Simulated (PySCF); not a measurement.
**Worked example: oscillator strength and radiative lifetime**

H₆N₂Si, SMILES [SiH2](N)N.

Geometry: PBE0-D3(BJ)/def2-TZVP. One conformer was computed; it need not be the lowest.

TDA-ωB97X/def2-SVPD (PySCF 2.14.0) puts the first singlet state with f over 0.02 at 6.99 eV (vertical), with the transition dipole (-0.254, -0.324, 0.000) in atomic units.

Question: Find the oscillator strength, the wavelength and the radiative lifetime that this transition would have in vacuum if emission retraced absorption.

Answer: 
|μ|² = 0.1695 au, so |μ| = 1.05 D. ΔE = 6.99/27.211 = 0.2569 hartree. f = (2/3) ΔE |μ|² = 0.029 (the program prints 0.029).
λ = 1239.84/6.99 = 177 nm; ν = 56378 cm⁻¹.
Einstein's coefficient A = 0.6670 ν² f s⁻¹ (ν in cm⁻¹) = 6.2e7 s⁻¹, so τ = 1/A = 16 ns. This state is S1. The figure is the radiative limit of this one transition; relaxation, internal conversion, crossing to triplets and a medium change what is measured.
